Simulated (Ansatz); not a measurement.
A calculation with Ansatz (development build ahead of 0.2.0).

```yaml
crystal:
  periodic: [false, false, false]
  atoms:
    - { symbol: C, position_ang: [0.0, 0.77244, 0.0] }
    - { symbol: C, position_ang: [-1.34248, 1.51276, 0.0] }
    - { symbol: C, position_ang: [-2.62528, 0.76391, 0.0] }
    - { symbol: C, position_ang: [-2.62528, -0.76391, 0.0] }
    - { symbol: C, position_ang: [-1.34248, -1.51276, 0.0] }
    - { symbol: C, position_ang: [0.0, -0.77244, 0.0] }
    - { symbol: C, position_ang: [2.62528, 0.76391, 0.0] }
    - { symbol: C, position_ang: [1.34248, 1.51276, 0.0] }
    - { symbol: C, position_ang: [1.34248, -1.51276, 0.0] }
    - { symbol: C, position_ang: [2.62528, -0.76391, 0.0] }
    - { symbol: H, position_ang: [-1.33968, 2.69369, 0.0] }
    - { symbol: H, position_ang: [-3.65089, 1.34784, 0.0] }
    - { symbol: H, position_ang: [-3.65089, -1.34784, 0.0] }
    - { symbol: H, position_ang: [-1.33968, -2.69369, 0.0] }
    - { symbol: H, position_ang: [3.65089, 1.34784, 0.0] }
    - { symbol: H, position_ang: [1.33968, 2.69369, 0.0] }
    - { symbol: H, position_ang: [1.33968, -2.69369, 0.0] }
    - { symbol: H, position_ang: [3.65089, -1.34784, 0.0] }
basis:
  gaussian: { orbitals: def2-SVP }
hamiltonian:
  xc: hf
```

The input is written out in the form of the current development build from the run's settings.

Output:

```yaml
Converged: yes
Total_energy: -382.89904 hartree
Spin_squared_of_the_determinant: 0.000
```

Caution: no unrestricted run beside it, a lower state can exist.
